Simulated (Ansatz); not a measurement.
Reaction (formal exchange of groups at the Si–Si bond): `F[SiH]([SiH3])I` + `CC` → `CC[SiH](F)I` + SiH₄

Isolated molecules relaxed with PBE0-D4/def2-TZVP in Ansatz; ΔE leaves out vibrations. CCSD(T)/CBS is the MP2 limit (def2-TZVPP, def2-QZVPP) plus CCSD(T) − MP2 in def2-TZVPP, frozen cores. This one scheme is used for every species. Functionals use def2-TZVPP. B3LYP here is the variant with VWN-RPA as its local correlation; programs differ in this. Elements past krypton have def2 core potentials. For I outer-core shells are correlated without core-valence functions, which leaves a few kJ/mol of doubt a bond. One conformer a species, not always the lowest.

Is it downhill or uphill in electronic energy at CCSD(T)/CBS, and by how much? (Best estimate.)

Computed: Downhill: ΔE = -9.8 kJ/mol.

What do these levels give: B3LYP-D4, ωB97X-V, PBE0, B3LYP, HF/def2-TZVPP, MP2/def2-TZVPP? (An estimate is asked.)

Ansatz gave: B3LYP-D4 -5.8, ωB97X-V -8.6, PBE0 1.8, B3LYP -1.6, HF/def2-TZVPP -10.2, MP2/def2-TZVPP -17.7 kJ/mol.

Largest T1 diagnostic among the species: 0.011.

From PBE to PBE0 (25 % exact exchange), in def2-TZVPP and without D4, ΔE moves by −4.4 kJ/mol. The D4 term adds −4.1 kJ/mol with B3LYP and −2.4 kJ/mol with PBE0; it sums over pairs of atoms, weighted by their polarisabilities, and B3LYP, whose exchange is more repulsive, gets the larger term.
